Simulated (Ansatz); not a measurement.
F₂H₄In₂S₂ (`[F][In@H-]1[SH+][In@@H-]([F])[SH+]1`). The species carries charge 0 and has multiplicity 1. In: def2 effective core potential. The geometry is a stationary point of PBE0-D4/def2-TZVP.

```xyz
10

F    -2.258   -0.400   -1.457
In   -0.839   -1.476   -0.649
S     1.179   -0.115   -1.471
In    1.328    0.848    0.906
F     0.543    2.604    0.553
S    -0.803   -0.368    1.669
H    -0.700   -3.166   -0.698
H     0.359    0.892   -1.833
H     2.749    0.534    1.778
H    -1.556    0.647    1.202
```

(1) What is the dipole moment at B3LYP/def2-TZVPP? (Best estimate.)

(2) And with PBE, r2SCAN, ωB97M-V? (Best estimate.)

(3) Give the Mulliken charges with B3LYP, ωB97M-V, PBE in def2-TZVPP. (Best estimate.)

## Answers

(1) Computed: 3.80 D, with components (2.22, -2.86, 1.17) D in this frame, pointing from negative to positive charge.

(2) Ansatz gave: PBE 3.50 D, r2SCAN 3.63 D, ωB97M-V 3.80 D.

(3) The calculation gave: 
```csv
atom,B3LYP,ωB97M-V,PBE
F1,-0.50,-0.50,-0.45
In2,0.81,0.70,0.72
S3,-0.39,-0.34,-0.36
In4,0.81,0.70,0.72
F5,-0.50,-0.50,-0.45
S6,-0.39,-0.34,-0.36
H7,-0.10,-0.05,-0.09
H8,0.17,0.19,0.18
H9,-0.10,-0.05,-0.09
H10,0.17,0.19,0.18
```

B3LYP here is the variant with VWN-RPA as its local correlation; programs differ in this.
